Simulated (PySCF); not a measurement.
Isomers of C5H5F2NO2, mass 149.029 u with the commonest isotopes. Computed with PySCF 2.14.0, PBE0-D3(BJ)/def2-SVP geometry optimisation, gas phase. One conformer each, none proved a minimum here; rigid rotors.

Problem. Order these by dipole moment, largest first.
A. `[CH3:1][C:2](=[O:3])[CH2:4][O:5][C:6]([F:7])([F:8])[C:9]#[N:10]` with C1–C2–C4–O5 -178°, C2–C4–O5–C6 94°, C4–O5–C6–F7 -51°
B. `[N:1]#[C:2][C@:3]1([O:4][CH:5]([F:6])[F:7])[CH2:8][CH2:9][O:10]1` with C2–C3–O4–C5 68°, C3–O4–C5–F6 157°
C. `[N:1]#[C:2][C@@H:3]1[CH2:4][O:5][C@@H:6]([F:7])[C@@H:8]([F:9])[O:10]1` with C2–C3–C4–O5 -72°, C3–C4–O5–C6 -64°, C4–O5–C6–F7 -99°, O5–C6–C8–F9 -86°
D. `[N:1]#[C:2][C@@H:3]1[CH2:4][O:5][C@H:6]([F:7])[C@@H:8]([F:9])[O:10]1` with C2–C3–C4–O5 -179°, C3–C4–O5–C6 57°, C4–O5–C6–F7 68°, O5–C6–C8–F9 -74°

Solution. A (5.81 D), B (4.60 D), D (2.85 D), C (2.09 D).

Problem. Order these by rotational constant B, largest first.
A. `[N:1]#[C:2][C@:3]1([O:4][CH:5]([F:6])[F:7])[CH2:8][CH2:9][O:10]1` with C2–C3–O4–C5 68°, C3–O4–C5–F6 157°
B. `[N:1]#[C:2][C@@H:3]1[CH2:4][O:5][C@@H:6]([F:7])[C@@H:8]([F:9])[O:10]1` with C2–C3–C4–O5 -72°, C3–C4–O5–C6 -64°, C4–O5–C6–F7 -99°, O5–C6–C8–F9 -86°
C. `[CH3:1][C:2](=[O:3])[CH2:4][O:5][C:6]([F:7])([F:8])[C:9]#[N:10]` with C1–C2–C4–O5 -178°, C2–C4–O5–C6 94°, C4–O5–C6–F7 -51°

Solution. A (1120 MHz), B (1024 MHz), C (796.9 MHz).

Problem. Order these by rotational constant A, smallest first.
A. `[N:1]#[C:2][C@@H:3]1[CH2:4][O:5][C@H:6]([F:7])[C@@H:8]([F:9])[O:10]1` with C2–C3–C4–O5 -179°, C3–C4–O5–C6 57°, C4–O5–C6–F7 68°, O5–C6–C8–F9 -74°
B. `[N:1]#[C:2][C@@H:3]1[CH2:4][O:5][C@@H:6]([F:7])[C@@H:8]([F:9])[O:10]1` with C2–C3–C4–O5 -72°, C3–C4–O5–C6 -64°, C4–O5–C6–F7 -99°, O5–C6–C8–F9 -86°
C. `[N:1]#[C:2][C@:3]1([O:4][CH:5]([F:6])[F:7])[CH2:8][CH2:9][O:10]1` with C2–C3–O4–C5 68°, C3–O4–C5–F6 157°
D. `[CH3:1][C:2](=[O:3])[CH2:4][O:5][C:6]([F:7])([F:8])[C:9]#[N:10]` with C1–C2–C4–O5 -178°, C2–C4–O5–C6 94°, C4–O5–C6–F7 -51°

Solution. C (1984 MHz), A (2261 MHz), B (2662 MHz), D (2859 MHz).

```tsv
SMILES	point group	Ia (u·Å²)	Ib (u·Å²)	Ic (u·Å²)	κ	μa (D)	μb (D)	μc (D)
N#C[C@@H]1CO[C@@H](F)[C@@H](F)O1	C1	189.81	493.47	571.54	-0.84	1.35	1.10	1.15
N#C[C@]1(OC(F)F)CCO1	C1	254.70	451.05	615.98	-0.48	2.85	3.60	0.34
N#C[C@@H]1CO[C@H](F)[C@@H](F)O1	C1	223.57	493.96	581.51	-0.78	2.58	0.15	1.20
CC(=O)COC(F)(F)C#N	C1	176.77	634.19	690.78	-0.94	4.43	3.71	0.59
```
